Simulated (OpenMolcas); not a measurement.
An OpenMolcas run meant for Tc4+ (ANO-RCC-VTZP, DKH2; inactive shells 1s 2s 2p 3s 3p 3d 4s 4p; intended active space 3 electrons in 10 orbitals (4d 5d)). One step of its input:

```
&CASPT2
Multistate=10 1 2 3 4 5 6 7 8 9 10
Frozen=8 6
IPEA=0.25
Imaginary=0.1
MaxIter=60
WThr=0.0 0.3 0.05
PrWF=0.5
NoMix
Deleted=16 14
```

The run finished. Its levels beside those of a sound run (MS-CASPT2, IPEA 0.25 Eh, imaginary shift 0.1 Eh (closed shells correlated: 4s 4p)), in cm⁻¹ above each run's lowest level:

| Level | This run | Usual run |
| --- | --- | --- |
| 4d³ ⁴F_3/2 | 0.0 | 0.0 |
| 4d³ ⁴F_5/2 | 1070 | 1068 |
| 4d³ ⁴F_7/2 | 2400 | 2389 |
| 4d³ ⁴F_9/2 | 3889 | 3858 |
| 4d³ ⁴P_3/2 | 12525 | 11991 |
| 4d³ ⁴P_1/2 | 12579 | 12038 |
| 4d³ ⁴P_5/2 | 14281 | 13763 |
| 4d³ ²G_7/2 | 15297 | 13857 |
| 4d³ ²G_9/2 | 16396 | 14782 |
| 4d³ ²P_1/2 | 17877 | 17197 |
| 4d³ ²H_9/2 | 21979 | 19339 |
| 4d³ ²H_11/2 | 22587 | 19747 |
| 4d³ ²D_5/2(1) | 20453 | 20403 |
| 4d³ ²F_7/2 | 32125 | 29483 |

**Question.** Which setting is unsound, and how much does it matter here?

**Answer.** Nearly half of the orbitals are deleted from the virtual space, which removes much of the correlation energy. Against the sound run the excited levels shown move by 1000 cm-1 on average and by 2800 cm-1 at most.

Term energies are means over components that CASPT2 splits; among the terms shown or strongly mixed into the levels shown the widest spread is 600 cm-1 (4d³ ⁴F, the sound run). Active for correlation alone: 5d; no level in the range computed is led by a configuration that fills it, so any true level of that kind is missing. Levels of configurations outside the active space are missing.

A number in round brackets counts repeated terms of one configuration in the order of the reference energies.
